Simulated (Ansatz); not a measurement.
A series at Hf: from `[SH][Hf]([SH])([SH])[SH]`, ligands are replaced one by one, each step taking up H–F and setting free H₂S; n counts the steps. Ansatz, PBE0-D4/def2-TZVP geometries. Each molecule was computed in one conformer, which needn't be the lowest.

```json
{"n": "0", "molecule": "`[SH][Hf]([SH])([SH])[SH]`", "HOMO energy, ωB97M-V/def2-TZVPP (eV)": "-10.12"}
{"n": "1", "molecule": "`[F][Hf]([SH])([SH])[SH]`", "HOMO energy, ωB97M-V/def2-TZVPP (eV)": "?"}
{"n": "2", "molecule": "`[F][Hf]([F])([SH])[SH]`", "HOMO energy, ωB97M-V/def2-TZVPP (eV)": "-9.98"}
{"n": "3", "molecule": "`[F][Hf]([F])([F])[SH]`", "HOMO energy, ωB97M-V/def2-TZVPP (eV)": "-10.35"}
{"n": "4", "molecule": "`[F][Hf]([F])([F])[F]`", "HOMO energy, ωB97M-V/def2-TZVPP (eV)": "-14.69"}
```

Problem. By hand: fit a straight line y = ȳ + b (n − n̄) to the 4 given rows and predict n = 1.

Solution. n̄ = 2.250, ȳ = -11.285; Σ(n − n̄)(y − ȳ) = -8.205, Σ(n − n̄)² = 8.750, so b = -0.938 eV a step. Prediction: -11.285 + (-0.938) × (-1.250) = -10.11 eV.

Problem. By hand: compare with the computed value, -9.99 eV, and give the steps along the whole series.

Solution. The line misses by 0.12 eV (computed minus predicted). Steps: 0.13, 0.01, -0.37, -4.34 eV.

The steps change sign along the series, so a line is a poor guide. The highest orbital can change its character along such a series. The miss is 2.5 % of the series' range.
